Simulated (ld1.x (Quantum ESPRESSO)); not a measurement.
# tantalum: TM semilocal pseudisation with PBE, scalar-relativistic reference atom.

* Element: tantalum (Ta)
* Generator: ld1.x (Quantum ESPRESSO) 7.5
* Type: norm-conserving Troullier–Martins (semilocal form)
* Functional: PBE
* Relativity: scalar-relativistic
* Frozen core: [Xe]
* Valence charge: 19
* Reference configuration: 4f14 5d3 6s2 6p0
* Partial waves: 6s (bound): rc 2.85 bohr; 6p (bound, empty): rc 3.80 bohr; 5d (bound): rc 1.75 bohr; 4f (bound): rc 1.15 bohr
* Local potential: the f channel
* Core correction: Bessel-smoothed model core, default radius (core density twice the valence density)

All-electron outer shells of the reference configuration (PBE, scalar-relativistic, ld1.x):

| shell | level (eV) | outermost node (bohr) | outermost maximum (bohr) |
| --- | --- | --- | --- |
| 5s | -73.00 | 0.54 | 0.98 |
| 5p | -39.40 | 0.58 | 1.13 |
| 4f | -24.70 | – | 0.44 |
| 6s | -5.44 | 1.32 | 2.78 |
| 5d | -3.59 | 0.65 | 1.58 |
| 6p | -1.39 | 1.60 | 3.89 |

Task: Tests: 4f14 5d3 6s1 6p0; 4f14 5d3 6s0 6p0; 4f14 5d2 6s0 6p0; 4f14 5d1 6s0 6p0; 4f14 5d4 6s1 6p0; 4f14 5d4 6s0 6p0; 4f13 5d3 6s2 6p0. Which has the largest error in its energy relative to the reference configuration, and how large is it?

Result: 4f13 5d3 6s2 6p0, with -1199 meV (all-electron minus pseudo) on +33.76 eV.
